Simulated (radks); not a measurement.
Values are calculated unless marked as measured or tabulated.
Problem. C0.5+, configuration [He] 2s2 2p(up 1, down 0.5) (fractional occupations, a model configuration). Code: a radial shooting solver on a logarithmic mesh with Libxc functionals. Model: scalar-relativistic Kohn-Sham, r2SCAN, spin-polarised, spherical densities, finite nucleus; meta-GGA in the generalised Kohn-Sham scheme; Fermi nuclear charge, rms radius 2.4702 fm. Some entries of the table are withheld. Estimate them.

| orbital | occ. | eigenvalue (eV) | r(max) (bohr) | <1/r> (bohr^-1) |
|---|---|---|---|---|
| 1s up | 1 | -284.4350 | 0.1740 | 5.656 |
| 1s down | 1 | -284.1436 | 0.1739 | 5.661 |
| 2s up | 1 | -20.5566 | 1.193 | 0.9499 |
| 2s down | 1 | -19.5210 | 1.202 | 0.9372 |
| 2p up | 1 | -11.0665 | (1) | 0.8244 |
| 2p down | 0.5 | -10.0516 | (2) | 0.8094 |

Solution. 
(1) 2p up r(max) (bohr): 1.167
(2) 2p down r(max) (bohr): 1.187
